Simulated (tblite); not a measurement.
C₈H₁₀OP (charge +1).
Atom-mapped SMILES: `[CH2:1]=[CH:2][PH+:3]([CH:4]=[CH2:5])[c:6]1[cH:7][cH:8][o:9][cH:10]1` (hydrogens: H11, H12 on C1; H13 on C2; H14 on P3; H15 on C4; H16, H17 on C5; H18 on C7; H19 on C8; H20 on C10)

Computed geometry: GFN2-xTB, gas phase.

Q: What internal coordinates does the optimisation give?

A: 
```csv
bond,length (bohr),order
"C1=C2, C4=C5",2.506,double
"C2–P3, P3–C4",3.391,single
P3–C6,3.352,single
C6–C7,2.701,aromatic
C7–C8,2.568,aromatic
C8–O9,2.532,aromatic
O9–C10,2.496,aromatic
C6–C10,2.606,aromatic
"C1–H11, C5–H16",2.037,single
"C1–H12, C5–H17",2.039,single
"C2–H13, C4–H15",2.048,single
P3–H14,2.613,single
C7–H18,2.023,single
C8–H19,2.026,single
C10–H20,2.028,single
```

Bonds in one row agree within 0.02 bohr and their mean is given. Orders are formal, as drawn. A selection of angles:
```csv
angle,degrees
C2–C1–H11,121.2
C2–C1–H12,122.3
H11–C1–H12,116.4
C1–C2–P3,123.4
C1–C2–H13,122.3
P3–C2–H13,114.2
C2–P3–C4,110.6
C2–P3–C6,111.9
C2–P3–H14,107.0
C6–P3–H14,109.2
P3–C4–H15,114.6
P3–C6–C7,127.0
P3–C6–C10,127.3
C7–C6–C10,105.7
C6–C7–C8,105.2
C6–C7–H18,127.2
C8–C7–H18,127.6
C7–C8–O9,110.7
C7–C8–H19,131.6
O9–C8–H19,117.7
C8–O9–C10,108.4
O9–C10–H20,118.5
C6–C10–O9,110.0
C6–C10–H20,131.5
```

Torsions: C1–C2–P3–C4 115° (anticlinal); C2–P3–C4–C5 118° (anticlinal); C2–P3–C6–C7 -55° (synclinal). The mirror-image conformer, all signs reversed, is as good.

C1 (terminal =CH2 carbon) is planar (angles 122.3°, 121.2° and 116.4°, sum 360.0°, 0.00 Å off the plane of its three neighbours). P3 (phosphonium phosphorus) is tetrahedral (angles from 106.8° to 111.9°). The C–P distances run from 1.774 Å (P3–C6, drawn single) to 1.797 Å (C2–P3, drawn single), a spread of 0.023 Å. Of the pairs four or more bonds apart, C6···H12 is among the closest relative to their van der Waals radii: 2.80 Å, 96 % of the sum of Bondi's values. The 5-membered ring C6–C7–C8–O9–C10 has internal angles of 105.2° to 110.7° (sum 540°, against 540° for a flat polygon); it is planar, 0.00 Å rms from its mean plane, widest ring torsion 0°. C8 (aromatic CH next to a ring oxygen) is planar (angles 131.6°, 117.7° and 110.7°, sum 360.0°, 0.00 Å off the plane of its three neighbours). The C–C distances run from 1.326 Å (C1=C2, drawn double) to 1.429 Å (C6–C7, aromatic), a spread of 0.103 Å.

Point group: C1 (no symmetry element, even within 0.4 Å). Its GFN2-xTB frequencies are all real (lowest 38 cm⁻¹). 3 starts were optimised and ended at 0.00, 0.08 and 0.88 kcal/mol (GFN2-xTB); the lowest of these is shown.
